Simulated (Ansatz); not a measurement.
Ligand exchange: GaH2(CH3) + C2H8InN → GaH(CH3)(NH2) + C2H7In

Gas-phase species: GaH2(CH3), singlet; C2H8InN `C[CH2][InH][NH2]`, singlet; GaH(CH3)(NH2), singlet; C2H7In `C[CH2][InH2]`, singlet. The partners trade H for NH2: Ga–H and In–NH2 bonds give way to Ga–NH2 and In–H.

Shapes, held fixed at every level: PBE0-D4/def2-TZVP. Flexible molecules stand in one conformer, not always the lowest. Programs: Ansatz 0.2.0. Electronic energies: no zero-point or thermal term.

Question: Estimate ΔE of this reaction.

Answer: The highest level, CCSD(T)/def2-TZVPP, gives ΔE = -33.5 kJ/mol; the levels span -41.4 to -31.5. The column of differences is taken from that level and isn't an error. No measured value is set beside it here. For atoms past krypton def2 sets carry core potentials with scalar relativity. Relativity is left out for Ga. Outer-core shells of Ga, In are correlated, in sets that cover them unevenly.

```
               level                    kind  ΔE (kJ/mol)  less CCSD(T)/def2-TZVPP
    SPW92/def2-TZVPP                     LDA        -35.9                     -2.4
r2SCAN-D4/def2-TZVPP                meta-GGA        -33.5                      0.0
  wB97X-V/def2-TZVPP  range-separated hybrid        -32.8                     +0.7
        MP2/def2-SVP     perturbation theory        -40.7                     -7.2
      MP2/def2-TZVPP     perturbation theory        -31.5                     +2.0
    CCSD(T)/def2-SVP   coupled cluster or CI        -41.4                     -7.9
  CCSD(T)/def2-TZVPP   coupled cluster or CI        -33.5                      0.0
```
